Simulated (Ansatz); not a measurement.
Diatomic NaO, multiplicity 2 (the spin of the measured ground state).

```json
[
 {"level": "SVWN5/def2-TZVPP", "bond energy D_e (eV)": "3.298", "minus CCSD(T)/def2-QZVPP": "0.627"},
 {"level": "PBE/def2-TZVPP", "bond energy D_e (eV)": "2.865", "minus CCSD(T)/def2-QZVPP": "0.193"},
 {"level": "r2SCAN/def2-TZVPP", "bond energy D_e (eV)": "2.767", "minus CCSD(T)/def2-QZVPP": "0.095"},
 {"level": "B97M-V/def2-TZVPP", "bond energy D_e (eV)": "2.681", "minus CCSD(T)/def2-QZVPP": "0.010"},
 {"level": "B3LYP/def2-TZVPP", "bond energy D_e (eV)": "2.704", "minus CCSD(T)/def2-QZVPP": "0.032"},
 {"level": "PBE0/def2-TZVPP", "bond energy D_e (eV)": "2.542", "minus CCSD(T)/def2-QZVPP": "-0.130"},
 {"level": "BHLYP/def2-TZVPP", "bond energy D_e (eV)": "2.343", "minus CCSD(T)/def2-QZVPP": "-0.328"},
 {"level": "CAM-B3LYP/def2-TZVPP", "bond energy D_e (eV)": "2.751", "minus CCSD(T)/def2-QZVPP": "0.080"},
 {"level": "wB97X-V/def2-TZVPP", "bond energy D_e (eV)": "2.757", "minus CCSD(T)/def2-QZVPP": "0.085"},
 {"level": "wB97M-V/def2-TZVPP", "bond energy D_e (eV)": "2.767", "minus CCSD(T)/def2-QZVPP": "0.095"},
 {"level": "B2PLYP/def2-TZVPP", "bond energy D_e (eV)": "2.626", "minus CCSD(T)/def2-QZVPP": "-0.046"},
 {"level": "CCSD/def2-TZVPP", "bond energy D_e (eV)": "2.350", "minus CCSD(T)/def2-QZVPP": "-0.322"},
 {"level": "CCSD/def2-QZVPP", "bond energy D_e (eV)": "2.548", "minus CCSD(T)/def2-QZVPP": "-0.123"},
 {"level": "CCSD(T)/def2-TZVPP", "bond energy D_e (eV)": "2.448", "minus CCSD(T)/def2-QZVPP": "-0.224"},
 {"level": "CCSD(T)/def2-QZVPP", "bond energy D_e (eV)": "2.672", "minus CCSD(T)/def2-QZVPP": "0.000"}
]
```

 The comparison column counts from a level with limits of its own.

The rows run from 2.343 (BHLYP/def2-TZVPP) to 3.298 eV (SVWN5/def2-TZVPP). From def2-TZVPP to def2-QZVPP CCSD(T) changes by 0.224. The 11 functionals in def2-TZVPP without D3 or D4 span 0.955, from BHLYP to SVWN5.

D_e counts from the fitted minimum to each atom's lowest state at the same level, without counterpoise.

Correlated levels freeze the inner cores; with def2 sets outer-core shells near the valence are correlated too.

Codes used: Ansatz (Gaussian basis) for Hartree–Fock, density functionals and correlated methods. Values without a source in brackets are computed.

Ansatz is a first-principles code.
